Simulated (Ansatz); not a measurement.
Mulliken charges of CH3ClF2MoOS, SMILES `C[O][Mo]([F])([F])(=[S])[Cl]` from B3LYP/def2-TZVPP in Ansatz (PBE0-D4/def2-TZVP geometry).

| atom | x (Å) | y (Å) | z (Å) | charge (e) |
| --- | --- | --- | --- | --- |
| C1 | 0.440 | -1.674 | 0.085 | -0.092 |
| O2 | -0.192 | -0.505 | 0.514 | -0.389 |
| Mo3 | -0.447 | 1.225 | 0.002 | 1.345 |
| F4 | -1.972 | 0.699 | -0.915 | -0.378 |
| F5 | -0.397 | 2.576 | -1.255 | -0.358 |
| S6 | -1.019 | 2.180 | 1.750 | -0.221 |
| Cl7 | 1.846 | 1.370 | -0.114 | -0.274 |
| H8 | 1.499 | -1.454 | -0.095 | 0.118 |
| H9 | 0.345 | -2.429 | 0.868 | 0.124 |
| H10 | -0.020 | -2.038 | -0.837 | 0.125 |

By hand: the dipole of these point charges (1 e Å = 4.8032 D).

Σ q r = (0.257, -0.773, 0.226) e Å, of length 0.845 e Å = 4.06 D.

How does the dipole of the full density compare? (An estimate is asked.)

Computed: (0.132, -0.674, 0.258) e Å, 3.52 D; the point charges give 1.15 times that, at 9° from its direction.

Point charges leave out the atoms' own dipoles, such as those of lone pairs, and Mulliken's split depends on the basis, so the two needn't agree.

B3LYP here is the variant with VWN-RPA as its local correlation; programs differ in this.
